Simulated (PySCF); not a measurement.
Spin-rotation constants: `F[C@@H]1OCC[C@@H](F)O1`, C₄H₆F₂O₂

Molfile (atoms numbered from 1):
```
C4H6F2O2
     RDKit          3D

 14 14  0  0  0  0  0  0  0  0999 V2000
    2.1166   -0.1408    0.6576 F   0  0  0  0  0  0  0  0  0  0  0  0
    1.4782    0.1587   -0.5443 C   0  0  2  0  0  0  0  0  0  0  0  0
    0.7702    1.3051   -0.3912 O   0  0  0  0  0  0  0  0  0  0  0  0
   -0.3337    1.1663    0.5040 C   0  0  0  0  0  0  0  0  0  0  0  0
   -1.2257    0.0105    0.0571 C   0  0  0  0  0  0  0  0  0  0  0  0
   -0.3366   -1.2199   -0.0989 C   0  0  1  0  0  0  0  0  0  0  0  0
   -1.0185   -2.2228   -0.7072 F   0  0  0  0  0  0  0  0  0  0  0  0
    0.7665   -0.9397   -0.9349 O   0  0  0  0  0  0  0  0  0  0  0  0
    2.2663    0.3289   -1.2876 H   0  0  0  0  0  0  0  0  0  0  0  0
   -0.8565    2.1216    0.4667 H   0  0  0  0  0  0  0  0  0  0  0  0
    0.0426    0.9943    1.5201 H   0  0  0  0  0  0  0  0  0  0  0  0
   -2.0153   -0.1818    0.7811 H   0  0  0  0  0  0  0  0  0  0  0  0
   -1.6678    0.2317   -0.9162 H   0  0  0  0  0  0  0  0  0  0  0  0
    0.0128   -1.6124    0.8714 H   0  0  0  0  0  0  0  0  0  0  0  0
  1  2  1  0
  2  3  1  0
  3  4  1  0
  4  5  1  0
  5  6  1  0
  6  7  1  0
  6  8  1  0
  8  2  1  0
  2  9  1  6
  4 10  1  0
  4 11  1  0
  5 12  1  0
  5 13  1  0
  6 14  1  1
M  END
```

Computed, not measured: GIAO KT3/pcSseg-1 magnetisability, rotational g tensor and spin-rotation constants, non-relativistic, gas phase in PySCF. Geometry: GFN2-xTB.

Task: Give the nuclear spin-rotation constants along the inertial axes (H = +C I·J) beside the isotropic shieldings.

Result: Rotational constants 3.3273, 1.9025, 1.4470 GHz. A star marks the isotopologue with that one atom substituted, in its own axes.
| atom | isotope | Caa (kHz) | Cbb (kHz) | Ccc (kHz) | mean (kHz) | σ (ppm) |
| --- | --- | --- | --- | --- | --- | --- |
| F1 | 19F | 3.714 | 2.506 | 1.462 | 2.561 | 272.9 |
| F7 | 19F | 2.720 | 1.756 | 1.419 | 1.965 | 314.7 |
| H9 | 1H | -0.174 | -0.083 | -0.021 | -0.093 | 25.4 |
| H10 | 1H | -0.315 | 0.077 | -0.142 | -0.126 | 27.7 |
| H11 | 1H | -0.284 | -0.174 | 0.055 | -0.134 | 27.1 |
| H12 | 1H | -0.253 | -0.119 | -0.083 | -0.152 | 30.0 |
| H13 | 1H | -0.328 | -0.179 | 0.012 | -0.165 | 29.6 |
| H14 | 1H | -0.314 | -0.137 | 0.085 | -0.122 | 25.4 |
| C2 | 13C* | 0.993 | 0.553 | 0.418 | 0.655 | 67.3 |
| O3 | 17O* | -0.489 | -0.294 | -0.166 | -0.317 | 227.5 |
| C4 | 13C* | 0.695 | 0.403 | 0.303 | 0.467 | 122.7 |
| C5 | 13C* | 0.601 | 0.331 | 0.232 | 0.388 | 149.2 |
| C6 | 13C* | 0.854 | 0.543 | 0.425 | 0.608 | 77.3 |
| O8 | 17O* | -0.533 | -0.404 | -0.238 | -0.392 | 179.3 |

For the geometry as given, no vibrational averaging.

Task: How do the rotational constants and the g tensor change when H9, H10, H11, H12, H13, H14 are replaced by deuterium?

Result: Constants 2.8917, 1.7997, 1.3504 GHz; g -0.0208, -0.0202, -0.0152, against -0.0235, -0.0214, -0.0162 before.
